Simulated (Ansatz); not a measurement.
Consider the ligand exchange at the Sn–O bond: `N[SiH](F)[O][SnH3]` + CH₃SH → `C[S][SnH3]` + `N[SiH](O)F`.

Calculated with Ansatz (gas phase, PBE0-D4/def2-TZVP geometries, no zero-point term in ΔE). CCSD(T)/CBS adds triple-zeta CCSD(T) − MP2 to the extrapolated MP2 energy (def2 sets, frozen cores). This one scheme is used for every species. DFT in def2-TZVPP. B3LYP here is the variant with VWN-RPA as its local correlation; programs differ in this. Elements past krypton have def2 core potentials. For Sn outer-core shells are correlated without core-valence functions, which leaves a few kJ/mol of doubt a bond. One conformer a species, not always the lowest.

Task: Is it downhill or uphill in electronic energy at CCSD(T)/CBS, and by how much? (Estimate.)

Result: The calculation gave: Downhill: ΔE = -15.8 kJ/mol.

Task: What do these levels give: B3LYP-D4, B2PLYP, r2SCAN, B3LYP, MP2/def2-QZVPP, HF/CBS(def2)? (An estimate is asked.)

Result: Computed: B3LYP-D4 -15.7, B2PLYP -15.2, r2SCAN -18.4, B3LYP -17.1, MP2/def2-QZVPP -19.0, HF/CBS(def2) -7.9 kJ/mol.

Largest T1 diagnostic among the species: 0.013.
